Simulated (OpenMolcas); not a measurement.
## neutral calcium: from CASSCF to CASPT2

- Program: OpenMolcas
- Basis: ANO-RCC-VDZP [5s4p1d]
- Scalar Hamiltonian: DKH2, point nucleus
- Active space: 2 electrons in 4 orbitals (4s 4p)
- State averaging: 2S+1 = 3 even, 3 roots; 2S+1 = 1 even, 6 roots; 2S+1 = 3 odd, 3 roots; 2S+1 = 1 odd, 3 roots
- Spin-orbit coupling: RASSI with atomic mean-field integrals over the reference wave functions, term energies averaged over their components

Methods on the same reference wave functions:
A. CASSCF
B. SS-CASPT2, IPEA 0.25 Eh, imaginary shift 0.1 Eh (closed shells correlated: 3s 3p)

Energies in cm-1 above 4s2 1S0, the measured ground level; measured values from NIST Handbook of Basic Atomic Spectroscopic Data.

| Level | A | B | Measured |
| --- | --- | --- | --- |
| 4s2 1S0 | 0.0 | 0.0 | 0.0 |
| 4s 4p 3P* 0 | 14232 | 15538 | 15158 |
| 4s 4p 3P* 1 | 14272 | 15578 | 15210 |
| 4s 4p 3P* 2 | 14351 | 15657 | 15316 |
| 4s 4p 1P* 1 | 33422 | 33042 | 23652 |
| 4p2 3P0 | 39419 | 41550 | 38418 |
| 4p2 3P1 | 39456 | 41587 | 38465 |
| 4p2 3P2 | 39529 | 41660 | 38552 |

Deviations, from unrounded energies. A percentage is the sum of absolute deviations over the sum of measured energies, with the sign that they share, or ± where signs differ.

```
           Against measurement  Levels     A      B
mean absolute deviation (cm-1)       7  2200   2800
      other configurations (%)       7  ±8.4  +10.7
```

A lies closest to measurement on these levels. The largest miss of A in the table is 4s 4p 1P* 1, by +9800 cm-1. The ranking rests on the paired levels alone, and a cruder setting can come out closer through cancelling errors.

The lowest spin-free term lies below A's lowest term by 0.170 hartree in B.

The ¹D term of p² mixes with s d, which this space lacks. Without dynamic correlation excited terms often stand tens of per cent too high (terms of higher spin than the ground term too low), and those without a measured partner can miss by more than the paired ones (holds for A). Computed and measured levels are paired by configuration, term and J; levels that our copy of the source lacks, or whose pairing is in doubt (as where it misses far off the trend of its configuration), stay unpaired and out of the deviations. Only configurations of the active space appear. The table leaves out levels that lie high or whose names do not pair safely across all columns.

* marks odd parity.
